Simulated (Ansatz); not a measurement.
Job for Ansatz (an electronic-structure program): U-wB97X-V/def2-TZVPP on IrO, 2S+1 = 4, a spin state set in the input, which need not be the lowest, a point of a bond scan (R = 1.714 Å). Elements past Kr take the def2 small-core potentials; no spin–orbit coupling.

Ansatz 0.2 input:
```yaml
crystal:
  periodic: [false, false, false]
  atoms:
    - {symbol: Ir, position_ang: [0.00000000, 0.00000000, 0.00000000]}
    - {symbol: O, position_ang: [0.00000000, 0.00000000, 1.71375800]}
basis:
  gaussian:
    orbitals: def2-TZVPP
    pivot_positions_ang: [[0.00000000, 0.00000000, 0.00000000], [0.00000000, 0.00000000, 1.71375800]]
hamiltonian:
  xc: {name: wB97X-V}
magnetization: {spin_polarized: true, initial_magnetization: 3}
output: {forces: true, orbitals: {seedname: ./end}}
```

Program output:

```
WARN ansatz: RAYON_NUM_THREADS=1 ignored (pool sized by the plan → 1); use --threads N
Functional definition: wB97X-V
integrals: 0.03 GiB planned
530 factors; their error is unknown
integrals: 0.06 GiB planned
110 factors; integrals over basis functions are off by at most 1.4e-5 eV
mean field: 0.40 GiB planned
mean field evaluation 1: about -4879.5300 eV, gradient 2.9e1 eV
mean field evaluation 2: about -4871.0982 eV, gradient 5.8e1 eV
mean field evaluation 4: about -4882.4720 eV, gradient 1.8e0 eV
mean field evaluation 8: about -4882.5107 eV, gradient 1.1e-1 eV
mean field evaluation 16: about -4882.5112 eV, gradient 3.6e-3 eV
mean field evaluation 32: about -4882.5112 eV, gradient 8.4e-6 eV
mean field -4882.51120597 eV, -179.4289773343 hartree, gradient 8.3e-6 eV, S^2 3.760235; 2 other end points of the search recorded, 0 dependent functions left out
the calculation of the forces begins
reference -4882.51120675 eV, -179.4289773633 hartree; 14, 11 occupied and 73, 76 virtual orbitals, 530 factors
Total energy: -4882.51120675 eV, -179.4289773633 hartree
Atom 0 at     0.000000     0.000000     0.000000 Å, force    -0.000000    -0.000000     1.509115 eV/Å
Atom 1 at     0.000000     0.000000     1.713758 Å, force    -0.000000    -0.000000    -1.509115 eV/Å
Dipole moment:    -0.000000    -0.000000    -0.717462 e Å
```

Self-consistency was reached.

Cost: very roughly 8 core-seconds.
